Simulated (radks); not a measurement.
Values are calculated unless marked as measured or tabulated.
Exchange energies: the exact (Fock) value of the Kohn-Sham orbitals and density-functional approximations, as 100 (|E| - |E exact|)/|E exact|, negative where the magnitude is too small. Species: B3+ [He]; K [Ar] 4s1; Pb4+ [Xe] 4f14 5d10; C3+ [He] 2s1. Level of theory: non-relativistic Kohn-Sham, exchange-only B88, spin-polarised, spherical densities, point nucleus (a radial shooting solver on a logarithmic mesh with Libxc functionals). Every spin shell is full or empty, so the densities are truly spherical. Functionals are evaluated on that one density, not self-consistently.

exact (hartree): B3+ -2.89174; K -32.6316; Pb4+ -358.147; C3+ -3.94393
LDA: B3+ -14.05; K -7.49; Pb4+ -3.79; C3+ -13.31
PBE: B3+ -1.70; K -0.52; Pb4+ -0.37; C3+ -1.28
PW86: B3+ +0.10; K +0.43; Pb4+ -0.43; C3+ +0.45
WC: B3+ -3.71; K -1.47; Pb4+ -0.65; C3+ -3.31
B86b: B3+ -0.74; K +0.08; Pb4+ -0.03; C3+ -0.38
G96: B3+ -0.11; K +0.10; Pb4+ +0.44; C3+ -0.11
APBE: B3+ -0.13; K +0.56; Pb4+ +0.21; C3+ +0.28
TPSS: B3+ +0.18; K +0.17; Pb4+ -0.46; C3+ +0.37
MS2: B3+ +0.27; K +0.02; Pb4+ -0.69; C3+ +0.43
MVS: B3+ +0.22; K -0.18; Pb4+ +0.07; C3+ -0.23
